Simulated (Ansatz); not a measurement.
Start from `N=C(O)[CH2][SnH3]` and change one atom or group to get `N=C(O)C[SiH2]Cl`.

Ansatz, PBE0-D4/def2-TZVP geometries, multiplicity 1. Each molecule was computed in one conformer, which needn't be the lowest.

Elements past krypton have def2 core potentials.

```tsv
property	`N=C(O)[CH2][SnH3]`
HOMO–LUMO gap (ωB97M-V/def2-TZVPP) / eV	11.15
LUMO energy (B3LYP/def2-TZVPP) / eV	-0.44
HOMO–LUMO gap (PBE/def2-TZVPP) / eV	5.27
LUMO energy (ωB97M-V/def2-TZVPP) / eV	1.28
size of the dipole moment (B3LYP/def2-TZVPP) / D	1.52
size of the dipole moment (PBE/def2-TZVPP) / D	1.41
```

Problem. What does the change do to each property? (An estimate is asked.)

Solution. The calculation gave: 
| property | `N=C(O)C[SiH2]Cl` | shift |
| --- | --- | --- |
| HOMO–LUMO gap (ωB97M-V/def2-TZVPP) / eV | 12.14 | 0.99 |
| LUMO energy (B3LYP/def2-TZVPP) / eV | -0.30 | 0.14 |
| HOMO–LUMO gap (PBE/def2-TZVPP) / eV | 5.54 | 0.27 |
| LUMO energy (ωB97M-V/def2-TZVPP) / eV | 1.81 | 0.53 |
| size of the dipole moment (B3LYP/def2-TZVPP) / D | 0.48 | -1.04 |
| size of the dipole moment (PBE/def2-TZVPP) / D | 0.52 | -0.89 |

With PBE0 the HOMO falls by 0.39 eV and the LUMO rises by 0.11 eV, so the gap widens by about 0.50 eV. PBE moves the HOMO by -0.27 eV and ωB97M-V by -0.45 eV. Dipoles are sizes alone; their direction can turn.

B3LYP here is the variant with VWN-RPA as its local correlation; programs differ in this.
